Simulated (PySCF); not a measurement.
## Dipole response of Cl⁻ (chlorine, charge -1)

[Ar], closed-shell 1S. Calculation: PySCF 2.14, in aug-cc-pVDZ-DK (5s4p2d, 27 functions); scalar relativity by spin-free X2C-1e. Coupled (time-dependent) response in atomic units; α is the mean over directions. A double-zeta set is small for polarisabilities.

```json
{"method": "UHF", "mean α (bohr³)": "21.51", "C₆ (like pair)": "175.8", "S(−4)": "132.0"}
{"method": "PBE0", "mean α (bohr³)": "23.60", "C₆ (like pair)": "195.1", "S(−4)": "181.1"}
{"method": "MN15", "mean α (bohr³)": "22.81", "C₆ (like pair)": "181.0", "S(−4)": "180.3"}
{"method": "M06", "mean α (bohr³)": "22.53", "C₆ (like pair)": "178.1", "S(−4)": "179.0"}
```

S(−4) is the Cauchy moment in α(ω) = α(0) + S(−4) ω² + …

α(iu) at MN15:

```csv
u (hartree),α(iu) (bohr³)
0,22.81
0.0500,22.37
0.100,21.22
0.200,18.09
0.300,15.14
0.500,10.75
0.750,7.221
1.00,5.025
1.50,2.720
2.00,1.666
3.00,0.7965
5.00,0.3029
```

A single London oscillator, α(iu) = α/(1 + u²/ω²), gives C₆ = (3/4) ω α². Matching the computed C₆ needs ω = 4 × 181.0 / (3 × 22.81²) = 0.464 hartree.

For an ion, C₆ is the dispersion term alone; charge-induced terms of lower order in 1/R come first.
